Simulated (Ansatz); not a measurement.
The same path of a periodic cell of 13 atoms, Sc12H (host Sc, host structure hcp, interstitial H) was run twice with different band settings.

The calculation used DFT PBE, scalar-relativistic, plane waves, PAW (Ansatz). Settings: cutoff 420 eV, k mesh 3x2x3, gaussian smearing 0.05 eV, no spin polarisation.

Relaxed end points:

```xyz
13
Lattice="6.6200 0.0000 0.0000 -4.9650 8.5996 0.0000 0.0000 0.0000 5.2761" Properties=species:S:1:pos:R:3
Sc -0.003 -0.001 -0.018
Sc -0.001 1.912 2.629
Sc -1.656 2.871 -0.007
Sc -1.657 4.781 2.644
Sc -3.302 5.736 0.000
Sc -3.303 7.641 2.634
Sc 3.311 -0.005 -0.007
Sc 3.310 1.908 2.645
Sc 1.655 2.867 0.009
Sc 1.655 4.780 2.658
Sc -0.007 5.738 0.007
Sc -0.008 7.643 2.638
H -1.670 6.703 3.968
```

```xyz
13
Lattice="6.6200 0.0000 0.0000 -4.9650 8.5996 0.0000 0.0000 0.0000 5.2761" Properties=species:S:1:pos:R:3
Sc -0.009 -0.006 0.028
Sc -0.007 1.907 2.650
Sc -1.661 2.867 0.010
Sc -1.663 4.777 2.631
Sc -3.308 5.730 -0.004
Sc -3.311 7.637 2.648
Sc 3.305 -0.009 0.005
Sc 3.305 1.901 2.625
Sc 1.650 2.860 -0.015
Sc 1.652 4.774 2.608
Sc -0.011 5.731 -0.011
Sc -0.013 7.637 2.640
H -1.663 6.683 6.594
```

Common settings: climbing image yes; force threshold 0.05 eV/Å; end points relaxed.

| run | movable images | spring | optimiser | start path | iteration limit |
| --- | --- | --- | --- | --- | --- |
| 1 | 5 | 5.0 eV/Å² | quadratic models (default) | IDPP | 48 |
| 2 | 3 | 50.0 eV/Å² | fire | default | 50 |

(1) What does each run give, and how far can it be trusted?

## Answers

(1) Run 1: converged after 8 iterations, highest image 0.706 eV above the first end. By the program's own check the climbing image is a first-order saddle point (lowest curvatures found: -2.09 and 0.47 eV/Å²).
Run 2: converged after 10 iterations, highest image 0.707 eV above the first end. The order of the point at the top wasn't checked.
Limits of this set-up: coarse k mesh, odd electron count without spin, a small cell, in which the defect meets its images, a typed lattice constant that wasn't relaxed here.
